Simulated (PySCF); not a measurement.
BH2, SMILES [BH2] (connectivity only; charge and spin as stated), charge +1, multiplicity 1. Coordinates come from a PBE0-D3(BJ)/def2-TZVPD optimisation. The spin state was assumed, not searched. The isomer is the one that the SMILES or the coordinates give; other isomers of the formula were not compared.

PySCF 2.14.0 with TDA-B3LYP/def2-TZVPD puts the lowest singlet excitations at 7.27, 7.27, 11.45, 11.45, 14.25, 15.49 eV.

### Question
What are the lowest excitation roots from ADC(2)/aug-cc-pVDZ (PySCF)? (The exact figures need the calculation; the answer reports its results.)

### Answer
7.68, 7.68, 12.51, 12.51, 14.91, 16.32 eV. S1 differs by 0.40 eV (second minus first; roots are paired by order, and the bases may differ).
